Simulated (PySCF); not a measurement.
Correlation energy of Mg (magnesium, neutral)

[Ne] 3s1 4s1, high-spin 3S determinant (an excited configuration). All numbers are calculated (PySCF 2.14, no relativity, point nucleus, in aug-cc-pCVDZ (6s5p3d, 36 functions)). Frozen: [Ne]; 2 electrons correlated.

With two correlated electrons CCSD is exact within the correlated space (frozen core and kept virtual orbitals).

| level | correlation energy (mhartree) |
| --- | --- |
| CCSD | -4.20 |

Diagnostics: T1 = 0.011, D1 = 0.0227, largest double amplitude 0.055.

Q: Is a single reference adequate?

A: Yes: T1 lies below 0.03 and no double amplitude reaches 0.07.
